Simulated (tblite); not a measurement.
C4H4ClO2 (charge -1).
SMILES with atom numbers: `[CH3:1]/[C:2](=[CH:3]\[Cl:4])[C:5](=[O:6])[O-:7]` (hydrogens: H8, H9, H10 on C1; H11 on C3)

The geometry is computed with GFN2-xTB (gas phase).

Q: List the bond lengths, angles and torsions at this level.

A: 
```json
{"bond": "C1–C2", "length (bohr)": "2.816"}
{"bond": "C2=C3", "length (bohr)": "2.478"}
{"bond": "C3–Cl4", "length (bohr)": "3.340"}
{"bond": "C2–C5", "length (bohr)": "3.025"}
{"bond": "C5=O6, C5–O7", "length (bohr)": "2.327"}
{"bond": "C1–H8, C1–H9, C1–H10", "length (bohr)": "2.060"}
{"bond": "C3–H11", "length (bohr)": "2.034"}
```

Bonds in one row agree within 0.02 bohr and their mean is given. A selection of angles:
```json
{"angle": "C2–C1–H8", "degrees": "112.0"}
{"angle": "C2–C1–H9", "degrees": "109.0"}
{"angle": "H8–C1–H9", "degrees": "110.0"}
{"angle": "H9–C1–H10", "degrees": "107.1"}
{"angle": "C1–C2–C3", "degrees": "126.1"}
{"angle": "C1–C2–C5", "degrees": "116.4"}
{"angle": "C3–C2–C5", "degrees": "117.5"}
{"angle": "C2–C3–Cl4", "degrees": "124.8"}
{"angle": "C2–C3–H11", "degrees": "123.6"}
{"angle": "Cl4–C3–H11", "degrees": "111.6"}
{"angle": "C2–C5–O6", "degrees": "113.8"}
{"angle": "C2–C5–O7", "degrees": "115.4"}
{"angle": "O6–C5–O7", "degrees": "130.8"}
```

Torsions: C1–C2–C3–Cl4 0° (synperiplanar); C1–C2–C5–O6 1° (synperiplanar). The mirror-image conformer, all signs reversed, is as good.

Of the pairs four or more bonds apart, O7···H11 is among the closest relative to their van der Waals radii: 2.43 Å, 89 % of the sum of Bondi's values. The 7 heavy atoms lie in one plane (0.006 Å rms). C3 (vinylic C–Cl carbon) is planar (angles 124.8°, 123.6° and 111.6°, sum 360.0°, 0.00 Å off the plane of its three neighbours). The C–C distances run from 1.311 Å (C2=C3, drawn double) to 1.601 Å (C2–C5, drawn single), a spread of 0.290 Å. C5 (carboxylate carbon) is planar (angles 130.8°, 115.4° and 113.8°, sum 360.0°, 0.00 Å off the plane of its three neighbours). C2 (fully substituted alkene carbon) is planar (angles 126.1°, 117.5° and 116.4°, sum 360.0°, 0.00 Å off the plane of its three neighbours).

Point group: near Cs, missed by 0.21 Å at most; the miss may be what the optimiser left on a soft mode. GFN2-xTB frequencies show an imaginary mode (72i cm⁻¹), so the point is no minimum at that level.
